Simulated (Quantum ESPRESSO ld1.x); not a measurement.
Values are calculated unless marked as measured or tabulated.
The mercury ion Hg4+, 76 electrons, occupied as [Xe] 4f14 5d8. Code: ld1.x of Quantum ESPRESSO 7.5. Model: scalar-relativistic Kohn-Sham, LDA (Slater exchange, Perdew-Zunger correlation), spin-polarised, spherical densities, point nucleus; open shells are filled with parallel spins first.

Unscreened Slater integrals over Kohn-Sham orbitals (cm^-1). They are taken over the spin-up orbitals. Empty in this configuration: 6p, 6s.

| integral | value |
|---|---|
| F0(6p,6p) | 79435 |
| F2(6p,6p) | 43875 |
| F0(6p,6s) | 85595 |
| G1(6p,6s) | 54543 |
| F0(6p,5d) | 95210 |
| F2(6p,5d) | 34363 |
| G1(6p,5d) | 14157 |
| G3(6p,5d) | 12383 |
| F0(6p,5p) | 98813 |
| F2(6p,5p) | 27091 |
| G0(6p,5p) | 5137.4 |
| G2(6p,5p) | 7056.5 |
| F0(6s,6s) | 94405 |
| F0(6s,5d) | 109420 |
| G2(6s,5d) | 25182 |
| F0(6s,5p) | 114700 |
| G1(6s,5p) | 10143 |
| F0(5d,5d) | 147930 |
| F2(5d,5d) | 77927 |
| F4(5d,5d) | 52137 |
| F0(5d,5p) | 165310 |
| F2(5d,5p) | 83583 |
| G1(5d,5p) | 101580 |
| G3(5d,5p) | 63244 |
| F0(5p,5p) | 192320 |
| F2(5p,5p) | 103810 |

Derived for the open shells (J is the average intra-shell exchange parameter used in DFT+U). 5d: Racah B = F2/49 - 5 F4/441 = 999.2 cm^-1, C = 35 F4/441 = 4138 cm^-1, C/B = 4.14, F4/F2 = 0.669, J = (F2 + F4)/14 = 9290 cm^-1.
